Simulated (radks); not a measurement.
Question: Species: Os. Configuration: [Xe] 4f14 5d6 6s2 (the NIST ground configuration). All-electron calculation, scalar-relativistic Kohn-Sham, r2SCAN, spin-polarised, spherical densities, finite nucleus; open shells are filled with parallel spins first (spin-orbit coupling, left out, can overturn this in heavy ions); meta-GGA in the generalised Kohn-Sham scheme; Fermi nuclear charge, rms radius 5.4126 fm. Program: a radial shooting solver on a logarithmic mesh with Libxc functionals. Some entries of the table are withheld. Estimate them.

| orbital | occ. | eigenvalue (eV) | r(max) (bohr) |
|---|---|---|---|
| 1s down | 1 | -73942.17 | 0.01103 |
| 1s up | 1 | -73942.16 | 0.01103 |
| 2s up | 1 | -12904.87 | 0.06338 |
| 2s down | 1 | -12904.54 | 0.06337 |
| 2p up | 3 | -11235.52 | 0.05219 |
| 2p down | 3 | -11235.27 | 0.05219 |
| 3s up | 1 | -3013.374 | 0.1786 |
| 3s down | 1 | -3013.344 | 0.1786 |
| 3p up | 3 | -2520.947 | 0.1772 |
| 3p down | 3 | -2520.890 | 0.1772 |
| 3d up | 5 | -1969.546 | 0.1446 |
| 3d down | 5 | -1969.357 | 0.1446 |
| 4s up | 1 | -641.9235 | 0.4048 |
| 4s down | 1 | -641.6616 | 0.4049 |
| 4p up | 3 | -479.6844 | 0.4250 |
| 4p down | 3 | -479.4577 | 0.4250 |
| 4d up | 5 | -277.1652 | 0.4347 |
| 4d down | 5 | -276.8923 | 0.4348 |
| 5s up | 1 | -94.3717 | 0.9165 |
| 5s down | 1 | -92.2520 | 0.9127 |
| 5p up | 3 | -53.4070 | 1.034 |
| 4f up | 7 | (1) | 0.4068 |
| 4f down | 7 | (2) | 0.4068 |
| 5p down | 3 | -50.5713 | 1.027 |
| 5d up | 5 | -7.7033 | (3) |
| 6s up | 1 | -7.0128 | 2.422 |
| 6s down | 1 | -5.5581 | 2.609 |
| 5d down | 1 | -4.4439 | (4) |

Answer: 
(1) 4f up eigenvalue (eV): -52.6413
(2) 4f down eigenvalue (eV): -52.1703
(3) 5d up r(max) (bohr): 1.356
(4) 5d down r(max) (bohr): 1.340
